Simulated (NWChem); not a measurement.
System: CH4OSSe; SMILES CO[Se]S

Input file for NWChem:

```
start job
memory heap 200 mb stack 900 mb global 1100 mb
geometry units angstroms noautosym nocenter noautoz
  Se     0.743048     0.030597     0.000385
  O     -0.140938    -1.416644    -0.610932
  C     -1.053496    -2.009394     0.279104
  H     -1.910892    -1.343863     0.488390
  H     -1.433863    -2.915078    -0.217598
  H     -0.583681    -2.295579     1.237338
  S     -0.767769     1.613168    -0.046148
  H     -1.243767     1.481902     1.216604
end
basis spherical
  Se library 6-311g**
  O library 6-311g**
  C library 6-311g**
  H library 6-311g**
  S library 6-311g**
end
dft
  xc b3lyp
  iterations 150
end
property
  shielding
end
task dft property
```

Parts of the log:

```
             Northwest Computational Chemistry Package (NWChem) 7.3.0
             --------------------------------------------------------

                             Geometry "geometry" -> ""
                             -------------------------

 Output coordinates in angstroms (scale by  1.889725989 to convert to a.u.)

  No.       Tag          Charge          X              Y              Z
 ---- ---------------- ---------- -------------- -------------- --------------
    1 Se                  34.0000     0.74304800     0.03059700     0.00038500
    2 O                    8.0000    -0.14093800    -1.41664400    -0.61093200
    3 C                    6.0000    -1.05349600    -2.00939400     0.27910400
    4 H                    1.0000    -1.91089200    -1.34386300     0.48839000
    5 H                    1.0000    -1.43386300    -2.91507800    -0.21759800
    6 H                    1.0000    -0.58368100    -2.29557900     1.23733800
    7 S                   16.0000    -0.76776900     1.61316800    -0.04614800
    8 H                    1.0000    -1.24376700     1.48190200     1.21660400

 Effective nuclear repulsion energy (a.u.)     358.8540149188

                              NWChem Property Module
                              ----------------------

  itol2e modified to match energy
  convergence criterion.

                                 NWChem DFT Module
                                 -----------------

 Summary of "ao basis" -> "ao basis" (spherical)
 ------------------------------------------------------------------------------
       Tag                 Description            Shells   Functions and Types
 ---------------- ------------------------------  ------  ---------------------
 Se                         6-311g**                18       44   8s7p3d
 O                          6-311g**                 8       18   4s3p1d
 C                          6-311g**                 8       18   4s3p1d
 H                          6-311g**                 4        6   3s1p
 S                          6-311g**                12       26   6s5p1d

  itol2e modified to match energy
  convergence criterion.

            General Information
            -------------------
          SCF calculation type: DFT
          Wavefunction type:  closed shell.
          No. of atoms     :     8
          No. of electrons :    68
           Alpha electrons :    34
            Beta electrons :    34
          Charge           :     0
          Spin multiplicity:     1
          Use of symmetry is: off; symmetry adaption is: off
          Maximum number of iterations: 150
          AO basis - number of functions:   130
                     number of shells:    62
          Convergence on energy requested:  1.00D-07
          Convergence on density requested:  1.00D-05
          Convergence on gradient requested:  5.00D-04

              XC Information
              --------------
                         B3LYP Method XC Potential
                     Hartree-Fock (Exact) Exchange  0.200
                        Slater Exchange Functional  0.800 local
                    Becke 1988 Exchange Functional  0.720 non-local
              Lee-Yang-Parr Correlation Functional  0.810
                  VWN I RPA Correlation Functional  0.190 local

             Grid Information
             ----------------
          Grid used for XC integration:  fine
          Radial quadrature: Mura-Knowles
          Angular quadrature: Lebedev.
          Tag              B.-S. Rad. Rad. Pts. Rad. Cut. Ang. Pts.
          ---              ---------- --------- --------- ---------
          Se                  1.15      140          11.0       974
          O                   0.60       70          10.0       590
          C                   0.70       70          11.0       590
          H                   0.35       60          13.0       590
          S                   1.00      123          12.0       770
          Grid pruning is: on
          Number of quadrature shells:   643
          Spatial weights used:  Erf1

      Superposition of Atomic Density Guess
      -------------------------------------

 Sum of atomic energies:       -2911.68902745

      Non-variational initial energy
      ------------------------------

 Total energy =   -2912.974827
 1-e energy   =   -4764.033483
 2-e energy   =    1492.204641
 HOMO         =      -0.240616
 LUMO         =      -0.018987

   convergence    iter        energy       DeltaE   RMS-Dens  Diis-err
 ---------------- ----- ----------------- --------- --------- ---------
 d= 0,ls=0.0,diis     1  -2915.4364664767 -3.27D+03  7.54D-03  4.50D+00
 d= 0,ls=0.0,diis     2  -2915.4350617769  1.40D-03  7.64D-03  7.47D-01
 d= 0,ls=0.0,diis     3  -2915.3658789527  6.92D-02  4.02D-03  1.66D+00
 d= 0,ls=0.0,diis     4  -2915.5136155536 -1.48D-01  9.72D-04  1.57D-02
 d= 0,ls=0.0,diis     5  -2915.5153408451 -1.73D-03  3.42D-04  3.28D-03
  Resetting Diis
 d= 0,ls=0.0,diis     6  -2915.5157089496 -3.68D-04  8.62D-05  2.48D-04
 d= 0,ls=0.0,diis     7  -2915.5157293462 -2.04D-05  4.73D-05  1.44D-05
 d= 0,ls=0.0,diis     8  -2915.5157269443  2.40D-06  2.84D-05  3.65D-05
 d= 0,ls=0.0,diis     9  -2915.5157311772 -4.23D-06  3.80D-06  7.33D-07
 d= 0,ls=0.0,diis    10  -2915.5157312316 -5.44D-08  1.23D-06  7.12D-08

         Total DFT energy =    -2915.515731231625
      One electron energy =    -4765.580822119963
           Coulomb energy =     1619.649355838965
    Exchange-Corr. energy =     -128.438279869471
 Nuclear repulsion energy =      358.854014918844

 Numeric. integr. density =       67.999990322857

                       DFT Final Molecular Orbital Analysis
                       ------------------------------------

 Vector   32  Occ=2.000000D+00  E=-2.967964D-01
              MO Center= -2.7D-01, -8.8D-01, -2.1D-01, r^2= 3.1D+00
   Bfn.  Coefficient  Atom+Function         Bfn.  Coefficient  Atom+Function
  ----- ------------  ---------------      ----- ------------  ---------------
    55      0.286979  2 O  px                51      0.270960  2 O  px
   114      0.191092  7 S  px                47      0.190060  2 O  px
    56     -0.177473  2 O  py                52     -0.158086  2 O  py
    24     -0.145390  1 Se px                82      0.139895  4 H  s
     7     -0.136413  1 Se s                  8     -0.136116  1 Se s

 Vector   33  Occ=2.000000D+00  E=-2.830316D-01
              MO Center= -6.5D-01,  1.2D+00, -8.0D-02, r^2= 2.8D+00
   Bfn.  Coefficient  Atom+Function         Bfn.  Coefficient  Atom+Function
  ----- ------------  ---------------      ----- ------------  ---------------
   114      0.382562  7 S  px               115      0.359536  7 S  py
   116      0.185615  7 S  pz               117      0.183268  7 S  px
   118      0.177256  7 S  py               111      0.176085  7 S  px
   112      0.169332  7 S  py                56      0.156395  2 O  py
    52      0.145916  2 O  py               108     -0.123827  7 S  px

 Vector   34  Occ=2.000000D+00  E=-2.419366D-01
              MO Center=  4.8D-01, -4.0D-03,  2.3D-03, r^2= 2.6D+00
   Bfn.  Coefficient  Atom+Function         Bfn.  Coefficient  Atom+Function
  ----- ------------  ---------------      ----- ------------  ---------------
    26      0.502264  1 Se pz                29      0.380267  1 Se pz
    17     -0.252012  1 Se pz                23      0.192281  1 Se pz
    57     -0.170643  2 O  pz                53     -0.143724  2 O  pz
   126     -0.131944  8 H  s                104      0.124102  7 S  s
    25     -0.117430  1 Se py                49     -0.103967  2 O  pz

 Vector   35  Occ=0.000000D+00  E=-5.277735D-02
              MO Center= -5.7D-02,  7.8D-01,  1.9D-02, r^2= 4.6D+00
   Bfn.  Coefficient  Atom+Function         Bfn.  Coefficient  Atom+Function
  ----- ------------  ---------------      ----- ------------  ---------------
     8      0.560951  1 Se s                104     -0.562041  7 S  s
    27     -0.536507  1 Se px               118      0.490572  7 S  py
    28      0.433362  1 Se py               117     -0.434298  7 S  px
    24     -0.348470  1 Se px               115      0.327143  7 S  py
   114     -0.289315  7 S  px                 7      0.251356  1 Se s

[...]

          -----------------------------------------
          Chemical Shielding Tensors (GIAO, in ppm)
          -----------------------------------------

                                NWChem CPHF Module
                                ------------------

  scftype          =     RHF
  nclosed          =       34
  nopen            =        0
  variables        =     3264
  # of vectors     =        3
  tolerance        = 0.10D-03
  level shift      = 0.00D+00
  max iterations   =       50
  max subspace     =       30

 SCF residual:    7.6156046778198171E-005

Iterative solution of linear equations
  No. of variables     3264
  No. of equations        3
  Maximum subspace       30
        Iterations       50
       Convergence  1.0D-04

   iter   nsub   residual    time
   ----  ------  --------  ---------
     1      3    5.82D-01     134.0
     2      6    7.29D-02     152.8
     3      9    3.13D-03     173.1
     4     12    3.14D-04     194.3
     5     15    2.96D-05     215.2

      Atom:    1  Se
        Diamagnetic
   2998.1656     -1.0465      2.6149
     -1.0465   3003.1527      3.0733
      2.6149      3.0733   2988.4489

        Paramagnetic
  -3355.0630    865.5977    227.1899
    865.5977  -2449.3233    381.9348
    227.1899    381.9348  -2794.9699

        Total Shielding Tensor
   -356.8974    864.5512    229.8048
    864.5512    553.8295    385.0081
    229.8048    385.0081    193.4790

           isotropic =     130.1370
          anisotropy =    1700.0299

          Principal Components and Axis System
                 1           2           3
             1263.4903   -878.6800      5.6008

      1         0.4762      0.8559     -0.2017
      2         0.7898     -0.5172     -0.3297
      3         0.3865      0.0023      0.9223

      Atom:    2  O
        Diamagnetic
    389.9051     24.2933     -6.3096
     24.2933    399.6347      1.8218
     -6.3096      1.8218    382.2243

        Paramagnetic
    -90.5362   -133.8055     63.2957
   -133.8055    -88.0142     78.9155
     63.2957     78.9155   -161.3030

        Total Shielding Tensor
    299.3689   -109.5122     56.9860
   -109.5122    311.6205     80.7373
     56.9860     80.7373    220.9213

           isotropic =     277.3036
          anisotropy =     210.5089

          Principal Components and Axis System
                 1           2           3
              417.6428    304.1353    110.1326

      1        -0.6409      0.5695      0.5147
      2         0.7573      0.3598      0.5450
      3         0.1252      0.7391     -0.6619

      Atom:    3  C
        Diamagnetic
    248.7102      5.4946     -5.8289
      5.4946    247.6794     -4.2052
     -5.8289     -4.2052    246.1561

        Paramagnetic
   -122.7427     31.5485    -19.0303
     31.5485   -137.4219    -19.9925
    -19.0303    -19.9925   -116.9571

        Total Shielding Tensor
    125.9675     37.0431    -24.8592
     37.0431    110.2575    -24.1976
    -24.8592    -24.1976    129.1990

           isotropic =     121.8080
          anisotropy =      86.7979

          Principal Components and Axis System
                 1           2           3
              179.6732    105.8012     79.9495

      1         0.6294      0.5020     -0.5932
      2         0.5330      0.2766      0.7996
      3        -0.5655      0.8194      0.0935

      Atom:    4  H
        Diamagnetic
     35.2442     -2.6884     -4.9735
     -2.6884     29.4016      0.5841
     -4.9735      0.5841     22.3440

        Paramagnetic
     -3.7373      4.4387      1.8318
      4.4387     -1.7948     -1.6466
      1.8318     -1.6466      3.0967

        Total Shielding Tensor
     31.5069      1.7504     -3.1416
      1.7504     27.6068     -1.0624
     -3.1416     -1.0624     25.4408

           isotropic =      28.1848
          anisotropy =       8.0245

          Principal Components and Axis System
                 1           2           3
               33.5345     26.9413     24.0787

      1         0.8669     -0.3357      0.3685
      2         0.3239      0.9412      0.0956
      3        -0.3790      0.0365      0.9247

      Atom:    5  H
        Diamagnetic
     27.3332      6.9069      1.1498
      6.9069     36.0996      3.7577
      1.1498      3.7577     25.3448

        Paramagnetic
      0.3720     -1.8213     -1.6562
     -1.8213     -5.5296     -3.6836
     -1.6562     -3.6836      0.0272

        Total Shielding Tensor
     27.7052      5.0856     -0.5064
      5.0856     30.5700      0.0741
     -0.5064      0.0741     25.3720

           isotropic =      27.8824
          anisotropy =       9.8182

          Principal Components and Axis System
                 1           2           3
               34.4279     25.4883     23.7311

      1         0.6044     -0.1948      0.7725
      2         0.7962      0.1809     -0.5773
      3        -0.0273      0.9640      0.2645

      Atom:    6  H
        Diamagnetic
     25.3808      0.9781      2.2788
      0.9781     27.4736     -6.5039
      2.2788     -6.5039     34.8891

        Paramagnetic
      1.1977     -0.0440     -3.5072
     -0.0440      1.6471      2.0429
     -3.5072      2.0429     -4.5091

        Total Shielding Tensor
     26.5785      0.9341     -1.2284
      0.9341     29.1207     -4.4610
     -1.2284     -4.4610     30.3800

           isotropic =      28.6931
          anisotropy =       8.7899

          Principal Components and Axis System
                 1           2           3
               34.5530     26.2905     25.2358

      1        -0.1896      0.9775      0.0927
      2        -0.6424     -0.1949      0.7412
      3         0.7425      0.0810      0.6649

      Atom:    7  S
        Diamagnetic
   1054.8004     -7.9311     -1.5322
     -7.9311   1057.8885     -0.0734
     -1.5322     -0.0734   1050.6133

        Paramagnetic
   -496.8827   -104.1725     83.7358
   -104.1725   -521.4568    106.1559
     83.7358    106.1559   -797.0435

        Total Shielding Tensor
    557.9177   -112.1035     82.2037
   -112.1035    536.4317    106.0825
     82.2037    106.0825    253.5698

           isotropic =     449.3064
          anisotropy =     316.2343

          Principal Components and Axis System
                 1           2           3
              660.1293    505.4296    182.3603

      1         0.7267      0.6176     -0.3007
      2        -0.6862      0.6322     -0.3598
      3        -0.0321      0.4679      0.8832

      Atom:    8  H
        Diamagnetic
     25.5898     -3.4442     -9.1683
     -3.4442     23.5662      0.6645
     -9.1683      0.6645     37.1797

        Paramagnetic
      0.2246     -0.4515      2.8923
     -0.4515      1.3878      1.1104
      2.8923      1.1104     -6.1790

        Total Shielding Tensor
     25.8144     -3.8957     -6.2760
     -3.8957     24.9540      1.7749
     -6.2760      1.7749     31.0007

           isotropic =      27.2564
          anisotropy =      13.7049

          Principal Components and Axis System
                 1           2           3
               36.3930     25.0978     20.2784

      1        -0.5671     -0.2710      0.7778
      2         0.3114      0.8036      0.5071
      3         0.7625     -0.5298      0.3713
```

Level: B3LYP/6-311G** (spherical d), GIAO. Coordinates come from a PBE0/def2-SVP optimisation. The printed shielding anisotropy is the first printed principal value minus the mean of the other two.
